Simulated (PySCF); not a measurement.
Species: CH9Ge2O2P.
Cartesian coordinates in Å at the PBE0-D3(BJ)/def2-SVP level; atoms count from 1:
```xyz
15
CH9Ge2O2P angstrom
C     -2.0808    0.1853   -1.1306
O     -1.2729    0.9180   -0.2497
Ge    -0.7856    0.2381    1.3206
O      0.3616   -1.0745    1.0141
Ge     1.6715   -1.0584   -0.2018
P      2.5117    1.1070   -0.3494
H     -2.3922    0.8474   -1.9537
H     -1.5468   -0.6766   -1.5720
H     -2.9974   -0.2003   -0.6445
H     -0.1091    1.4065    2.0452
H     -1.9944   -0.3967    2.0259
H      2.7545   -2.0138    0.3300
H      1.0834   -1.5809   -1.5302
H      3.3594    0.7697   -1.4511
H      1.4343    1.5388   -1.1812
```

Computed, not measured: core-valence-separated Tamm–Dancoff BHandHLYP/aug-pcX-1 (pcseg-1 on H, def2-SVPD on Ge, def2-SVPD on P) in PySCF, non-relativistic, gas phase, PBE0-D3(BJ)/def2-SVP geometry. BHandHLYP without relativity tends to put these K edges a few eV too low, so spacings mean more than positions.

The lowest roots of each edge with f over 0.003 (five at most, numbered afresh; weaker and dark ones are left out), with transition dipoles (au) in the frame of the coordinates:

| root | edge | E (eV) | f | μx | μy | μz |
| --- | --- | --- | --- | --- | --- | --- |
| 1 | C | 286.56 | 0.0292 | -0.0418 | -0.0313 | -0.0380 |
| 2 | C | 287.37 | 0.0264 | 0.0463 | -0.0226 | -0.0331 |
| 3 | C | 287.53 | 0.0347 | 0.0046 | 0.0538 | -0.0448 |
| 4 | C | 288.10 | 0.0069 | -0.0221 | 0.0220 | 0.0014 |
| 5 | O | 531.29 | 0.0146 | 0.0107 | 0.0233 | -0.0215 |
| 6 | O | 532.18 | 0.0177 | 0.0000 | -0.0248 | 0.0273 |
| 7 | O | 532.51 | 0.0377 | 0.0384 | -0.0207 | -0.0313 |
| 8 | O | 533.04 | 0.0130 | 0.0199 | -0.0100 | 0.0224 |
| 9 | O | 533.11 | 0.0093 | 0.0195 | -0.0159 | -0.0088 |

Q: Molecules are fixed in this frame and the field points along (1, 0, −1)/√2. What effective strengths 3 f cos²θ do the roots have (θ between field and μ)?

A: root 1 (C1): 0.000, root 2 (C1): 0.067, root 3 (C1): 0.026, root 4 (C1): 0.006, root 5 (O4): 0.020, root 6 (O2): 0.015, root 7 (O4): 0.095, root 8 (O4): 0.000, root 9 (O2): 0.016. Root 7 is the strongest. Averaged over all orientations cos²θ is 1/3, which gives f back.

 Relativistic effects, spin–orbit coupling among them, are left out although an element past zinc is present.

One conformer stands for the species.
